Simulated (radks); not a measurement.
All-electron atom: neutral helium in [He]. Calculated with a radial shooting solver on a logarithmic mesh with Libxc functionals: scalar-relativistic Kohn-Sham, LB94 model potential, spin-polarised, spherical densities, finite nucleus; Gaussian nuclear charge, rms radius 1.6755 fm.

Normalised radial functions P(r) = r R(r), r in bohr:

r	1s
0.03449	0.1541
0.03736	0.1660
0.04047	0.1787
0.04384	0.1923
0.04712	0.2054
0.05104	0.2207
0.05529	0.2371
0.0599	0.2545
0.06489	0.2730
0.07029	0.2926
0.07614	0.3133
0.08249	0.3351
0.08936	0.3581
0.0968	0.3823
0.1049	0.4076
0.1136	0.4340
0.1231	0.4615
0.1333	0.4900
0.1444	0.5194
0.1564	0.5496
0.1681	0.5774
0.1821	0.6087
0.1973	0.6403
0.2137	0.6720
0.2315	0.7035
0.2508	0.7344
0.2717	0.7646
0.2943	0.7935
0.3188	0.8208
0.3454	0.8461
0.3741	0.8688
0.4053	0.8886
0.4391	0.9049
0.4756	0.9173
0.5152	0.9254
0.5582	0.9287
0.5998	0.9273
0.6498	0.9206
0.7039	0.9082
0.7625	0.8902
0.826	0.8663
0.8948	0.8367
0.9694	0.8017
1.05	0.7615
1.138	0.7168
1.232	0.6679
1.335	0.6159
1.446	0.5613
1.567	0.5053
1.697	0.4489
1.838	0.3930
1.991	0.3387
2.14	0.2920
2.318	0.2433
2.511	0.1988
2.721	0.1590
2.947	0.1242
3.193	0.0946
3.459	0.0702
3.747	0.0505

1s: eigenvalue -23.161 eV, 0 radial nodes, <r> = 0.930 bohr, 90 % of the charge inside 1.70 bohr.
